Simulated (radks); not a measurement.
Effect of the nuclear size on the molybdenum ion Mo+, [Kr] 4d5. Calculated with a radial shooting solver on a logarithmic mesh with Libxc functionals: Dirac Kohn-Sham, relativistic LDA (MacDonald-Vosko exchange, VWN5 correlation), spin-unpolarised, spherical densities, finite nucleus; open shells are shared between the two j in proportion to 2j + 1; Fermi nuclear charge, rms radius 4.4091 fm. The rms radius is varied about that value; shifts are against it.

| rms radius (fm) | total energy shift (eV) | density at nucleus (e/bohr^3) | 1s1/2 shift (meV) | 2s1/2 shift (meV) | 4s1/2 shift (meV) | 5s1/2 (empty) shift (meV) |
|---|---|---|---|---|---|---|
| 3.6772 | -0.449 | 9.167e+04 | -189 | -20.3 | -0.610 | -0.069 |
| 4.1225 | -0.184 | 9.054e+04 | -77.6 | -8.32 | -0.251 | -0.029 |
| 4.4091 | 0 | 8.989e+04 | 0.000 | 0.000 | 0.000 | 0.000 |
| 4.6251 | 0.146 | 8.943e+04 | 61.6 | 6.60 | 0.199 | 0.023 |
| 5.2601 | 0.613 | 8.819e+04 | 258 | 27.6 | 0.832 | 0.095 |

Slopes of the eigenvalues against <r^2> in GHz/fm^2, as finite differences over the two radii next to the reference (eigenvalue slopes, not the field-shift constants of lines): 1s1/2 7650, 2s1/2 821, 4s1/2 24.7, 5s1/2 (empty) 2.81.
